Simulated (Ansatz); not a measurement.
A nudged elastic band was laid between two geometries of H$_{4}$InNS (7 atoms, charge 0, multiplicity 1).

Level of theory: RKS PBE0/def2-SVP (Ansatz 0.2.0).

```yaml
movable_images: 5
climbing_image: yes
spring: 5.0 eV/Å²
optimiser: quadratic models (default)
start_path: through a guess of the saddle point
force_threshold: 0.2 eV/Å
iteration_limit: 60
end_points: relaxed
```

First end point:

```xyz
7
Properties=species:S:1:pos:R:3
N -0.794 0.305 -1.062
In 0.203 0.602 0.668
S 1.638 -1.224 1.320
H -0.903 -0.624 -1.455
H -1.582 0.889 -1.318
H 0.158 2.054 1.571
H 1.279 -2.003 0.276
```

Last end point:

```xyz
7
Properties=species:S:1:pos:R:3
N -0.992 0.425 -1.219
In 0.164 0.340 0.430
S 1.376 -1.739 0.599
H -1.214 -0.410 -1.749
H -1.726 1.117 -1.320
H 0.358 1.632 1.539
H 2.034 -1.366 1.718
```

**Question.** What changes between the two ends?

**Answer.** No bond is made or broken. The dihedral N1–In2–S3–H7 goes from -3 to 177°.

**Question.** What energy profile does the band end with?

**Answer.** The forces met the threshold. The highest image is number 3 of 0 to 6, 0.145 eV above the first end and 0.151 eV above the last; the last end lies 0.005 eV below the first. The threshold of 0.2 eV/Å is loose, so the images may lie well off the minimum-energy path. Another band between the same ends (5 images) ends at a top of the same energy, where a vibrational analysis finds 1 clearly imaginary mode.

```tsv
image	path coordinate (Å)	energy (eV)	dihedral N1–In2–S3–H7 (°)
0	0.00	0.000	-3
1	0.48	0.033	23
2	0.96	0.105	53
3	1.44	0.145	84
4	1.98	0.112	114
5	2.52	0.036	146
6	3.06	-0.005	177
```

**Question.** What is the geometry of the highest image?

**Answer.** 
```xyz
7
Properties=species:S:1:pos:R:3
N -0.936 0.312 -1.070
In 0.117 0.463 0.639
S 1.067 -1.666 1.334
H -1.166 -0.591 -1.468
H -1.565 1.033 -1.404
H 0.348 1.957 1.452
H 2.135 -1.507 0.516
```

The run took 5.1 min on 1 CPU thread of a shared host.
